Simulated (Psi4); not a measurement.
Dimer: SiH4 (SMILES [SiH4]) (first 5 atoms) with C3H4 (SMILES C=C=C); geometry from B3LYP-D3(BJ)/def2-TZVP, rigid monomers moved along the line of their centres of mass till Si1···C6 is 5.01 Å.
(charge 0, multiplicity 1):
```json
[
 {"atom": "Si", "x (Å)": "-0.1806", "y (Å)": "-0.0308", "z (Å)": "0.1096"},
 {"atom": "H", "x (Å)": "-0.6413", "y (Å)": "-1.4251", "z (Å)": "0.2873"},
 {"atom": "H", "x (Å)": "-1.0414", "y (Å)": "0.8864", "z (Å)": "0.8881"},
 {"atom": "H", "x (Å)": "-0.2671", "y (Å)": "0.3286", "z (Å)": "-1.3262"},
 {"atom": "H", "x (Å)": "1.2230", "y (Å)": "0.0972", "z (Å)": "0.5575"},
 {"atom": "C", "x (Å)": "0.2203", "y (Å)": "-1.2403", "z (Å)": "4.9568"},
 {"atom": "C", "x (Å)": "0.2549", "y (Å)": "0.0404", "z (Å)": "5.1793"},
 {"atom": "C", "x (Å)": "0.2875", "y (Å)": "1.3225", "z (Å)": "5.3886"},
 {"atom": "H", "x (Å)": "1.1034", "y (Å)": "-1.7789", "z (Å)": "4.6330"},
 {"atom": "H", "x (Å)": "-0.6921", "y (Å)": "-1.8104", "z (Å)": "5.0874"},
 {"atom": "H", "x (Å)": "0.5289", "y (Å)": "1.7292", "z (Å)": "6.3637"},
 {"atom": "H", "x (Å)": "0.0731", "y (Å)": "2.0247", "z (Å)": "4.5911"}
]
```

These are SAPT0/jun-cc-pV(D+d)Z (Psi4) values and carry that method's errors.

**Question.** Give the four SAPT terms and the total, and say what mostly holds the pair together.

**Answer.** electrostatics -0.12, exchange 0.04, induction -0.01, dispersion -0.27, total -0.35 kcal/mol; the largest attraction is dispersion.
